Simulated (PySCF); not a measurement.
From results back to the method.

Compound: C6H4N2.
SMILES with atom numbers: `[N:1]#[C:2][c:3]1[cH:4][cH:5][cH:6][n:7][cH:8]1` (hydrogens: H9 on C4; H10 on C5; H11 on C6; H12 on C8)

The closed-shell ground state was solved 5 times with PySCF (density fitting, gas phase), always in the pcSseg-1 basis (156 functions), with these functionals: B3LYP, HF, LC-wPBE, PBE and PBE0. Geometry: PBE0-D3(BJ)/def2-SVP; no solvent, vibrations or thermal averaging.

```tsv
row	total energy (Eh)	HOMO (eV)	LUMO (eV)	dipole (D)
P	-340.0783	-6.55	-2.90	3.81
Q	-338.3630	-10.16	1.60	4.27
R	-340.0833	-8.16	-2.04	3.95
S	-340.4938	-7.88	-2.20	3.92
T	-340.2301	-10.74	0.05	3.95
```

Which functional belongs to which row?

P = PBE, Q = HF, R = PBE0, S = B3LYP, T = LC-wPBE. By rising HOMO–LUMO gap: PBE (GGA) 3.65 eV; B3LYP (global hybrid, 20 % exact exchange) 5.68 eV; PBE0 (global hybrid, 25 % exact exchange) 6.12 eV; LC-wPBE (range-separated hybrid) 10.79 eV; HF (all exact exchange) 11.76 eV. Total energies of different functionals aren't bounds to one another; each is stationary for its own functional.
